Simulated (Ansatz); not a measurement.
Several settings on one geometry of Na5⁺ (that of the charge 1 singlet, r2SCAN/def2-SVP). Ansatz on 4 threads of Arm Neoverse V1 on a shared host; times are rough.

```tsv
atom	x (Å)	y (Å)	z (Å)
Na1	2.5767	-2.4030	1.0070
Na2	-0.0189	-0.0135	-0.0174
Na3	1.6800	-2.4191	-2.2267
Na4	-3.3851	1.3181	0.6676
Na5	-0.8527	3.5176	0.5695
```

Totals from different functionals, basis sets or treatments of relativity can't be compared as stabilities.

Problem. Give the basis size and estimate the energy, ⟨S²⟩ and time of these runs.

```json
{"run": "1", "method": "RKS rPW86-PBE/def2-SVP", "charge": "1", "state": "singlet", "further keys": "scf: {lower_state_search: off}; forces asked"}
{"run": "2", "method": "RKS PBEsol/cc-pVTZ", "charge": "1", "state": "singlet", "further keys": "final_grid: {core_spheres: 20, valence_spheres: 16, degree: 47}; forces asked"}
{"run": "3", "method": "RKS LDA (SPW92)/def2-TZVPP", "charge": "1", "state": "singlet", "further keys": "scf: {omitted_lower_state_checks: [starts]}"}
```

Solution. 
```csv
run,functions,energy (Eh),⟨S²⟩,wall time
1,75,-812.0759,–,2.7 s
2,170,-808.8407,–,6.5 s
3,160,-807.0962,–,1.1 s
```
